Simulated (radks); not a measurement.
Question: Excited configurations of Nd XXXVI: one electron is placed in a higher orbital outside [Ar] 3d6. The ground configuration is [Ar] 3d7. Method: Dirac Kohn-Sham, BLYP, spin-unpolarised, spherical densities, point nucleus; open shells fill j = l - 1/2 first; computed with a radial shooting solver on a logarithmic mesh with Libxc functionals. Excitation = E - E(ground); binding = E(ion) - E, where the ion is the core of charge +36; n* = 36/sqrt(2 binding) in atomic units. These energies are relativistic, and a one-electron ion of charge +36 with no core already has n* below n in this formula (Dirac formula, point nucleus: 4p1/2 3.971, 4d3/2 3.989, 4f5/2 3.995, 5p1/2 4.970, 5d3/2 4.988, 6s1/2 5.969, 6p1/2 5.969, 6f5/2 5.993, 7s1/2 6.969, 7p1/2 6.969, 7d3/2 6.986). The quantum defect is therefore taken as that value minus n*, so that it holds no relativistic shift of the bare ion.

| outer orbital | excitation (eV) | binding (eV) | n* | quantum defect | eigenvalue (eV) | <r> (bohr) |
|---|---|---|---|---|---|---|
| 4p1/2 | 1017.2 | 1407.9 | 3.539 | 0.432 | -1385.4 | 0.5003 |
| 4d3/2 | 1154.9 | 1270.3 | 3.726 | 0.263 | -1247.5 | 0.4993 |
| 4f5/2 | 1266.7 | 1158.5 | 3.901 | 0.094 | -1133.0 | 0.4604 |
| 5p1/2 | 1571.6 | 853.61 | 4.545 | 0.425 | -841.93 | 0.8385 |
| 6s1/2 | 1836.4 | 588.75 | 5.473 | 0.497 | -581.22 | 1.252 |
| 6p1/2 | 1853.3 | 571.91 | 5.553 | 0.417 | -564.37 | 1.262 |
| 6f5/2 | 1916.0 | 509.15 | 5.885 | 0.108 | -501.36 | 1.276 |
| 7s1/2 | 2004.9 | 420.30 | 6.477 | 0.491 | -414.92 | 1.753 |
| 7p1/2 | 2015.1 | 410.05 | 6.558 | 0.411 | -404.69 | 1.770 |
| 7d3/2 | 2037.0 | 388.23 | 6.739 | 0.247 | -382.94 | 1.816 |

Estimate the row for 5d3/2.

Answer: excitation (eV) 1636.9; binding (eV) 788.27; n* 4.730; quantum defect 0.258; eigenvalue (eV) -776.70; <r> (bohr) 0.8532. The Delta-SCF ionisation energy is 2425.2 eV (NIST Atomic Spectra Database: 2425 eV, theoretical). Self-interaction in the functional shifts the binding energies and quantum defects, so they are the method's values and not measured ones. Spin polarisation and multiplet splitting are left out, so open shells lie too high by an amount that depends on their filling.

Beside tabulated values, note that spin-unpolarised runs miss the spin-polarisation part of the exchange energy of open shells.
